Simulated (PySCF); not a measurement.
## SMILES CCC(=O)c1cc(=O)c1=O, C7H6O3

Molfile (atoms numbered from 1):
```
C7H6O3
     RDKit          3D

 16 16  0  0  0  0  0  0  0  0999 V2000
    2.7366   -0.1806    0.1240 C   0  0  0  0  0  0  0  0  0  0  0  0
    1.2546   -0.5189    0.0631 C   0  0  0  0  0  0  0  0  0  0  0  0
    0.3878    0.6333    0.4869 C   0  0  0  0  0  0  0  0  0  0  0  0
    0.7911    1.6978    0.8861 O   0  0  0  0  0  0  0  0  0  0  0  0
   -1.0686    0.3646    0.3568 C   0  0  0  0  0  0  0  0  0  0  0  0
   -2.1806    1.0306    0.7722 C   0  0  0  0  0  0  0  0  0  0  0  0
   -3.1213    0.0390    0.1731 C   0  0  0  0  0  0  0  0  0  0  0  0
   -4.3028   -0.0981    0.1103 O   0  0  0  0  0  0  0  0  0  0  0  0
   -1.8594   -0.7252   -0.3080 C   0  0  0  0  0  0  0  0  0  0  0  0
   -1.6066   -1.7151   -0.9214 O   0  0  0  0  0  0  0  0  0  0  0  0
    2.9545    0.6612   -0.5288 H   0  0  0  0  0  0  0  0  0  0  0  0
    3.0199    0.0969    1.1362 H   0  0  0  0  0  0  0  0  0  0  0  0
    3.3348   -1.0324   -0.1876 H   0  0  0  0  0  0  0  0  0  0  0  0
    1.0208   -1.3704    0.7097 H   0  0  0  0  0  0  0  0  0  0  0  0
    0.9577   -0.8103   -0.9484 H   0  0  0  0  0  0  0  0  0  0  0  0
   -2.3261    1.9365    1.3319 H   0  0  0  0  0  0  0  0  0  0  0  0
  1  2  1  0
  2  3  1  0
  3  4  2  0
  3  5  1  0
  5  6  2  0
  6  7  1  0
  7  8  2  0
  7  9  1  0
  9 10  2  0
  9  5  1  0
  1 11  1  0
  1 12  1  0
  1 13  1  0
  2 14  1  0
  2 15  1  0
  6 16  1  0
M  END
```

Computed with PySCF, GIAO KT3/pcSseg-1 magnetisability, rotational g tensor and spin-rotation constants, non-relativistic, gas phase. Geometry: GFN2-xTB.

**Question.** What are the magnetisability and the molar susceptibility?

**Answer.** Isotropic -872 × 10⁻³⁰ J/T², or -52.5 × 10⁻⁶ cm³/mol; principal values -1363, -687, -566 × 10⁻³⁰ J/T², anisotropy 744 × 10⁻³⁰ J/T² (root of half the summed squared differences of the principal values). The susceptibility is in cgs units.

**Question.** Split it along the inertial axes a, b, c into diamagnetic and paramagnetic parts about the centre of mass, with the quadrupole moment.

**Answer.** 
| axis | χ (10⁻⁶ cm³/mol) | diamagnetic (10⁻⁶ cm³/mol) | paramagnetic (10⁻⁶ cm³/mol) | summed x² of all electrons (Å²) | quadrupole Θ (D Å) |
| --- | --- | --- | --- | --- | --- |
| a | -40.2 | -483.8 | 443.6 | 353.9 | -9.20 |
| b | -35.3 | -1565.1 | 1529.8 | 99.0 | -0.66 |
| c | -82.1 | -1921.4 | 1839.4 | 15.0 | +9.86 |

Anisotropies 2χaa − χbb − χcc = +36.9 and 2χbb − χaa − χcc = +51.7 × 10⁻⁶ cm³/mol. Θ is traceless in Buckingham's convention.

**Question.** And the rotational g tensor?

**Answer.** 
| axis | rotational constant (GHz) | g | nuclear part | electronic part |
| --- | --- | --- | --- | --- |
| a | 3.0561 | -0.0885 | 0.5484 | -0.6370 |
| b | 0.8012 | -0.0270 | 0.5488 | -0.5758 |
| c | 0.6417 | -0.0094 | 0.5452 | -0.5545 |

Asymmetric top; isotopes 12C, 1H, 16O; no vibrational averaging.
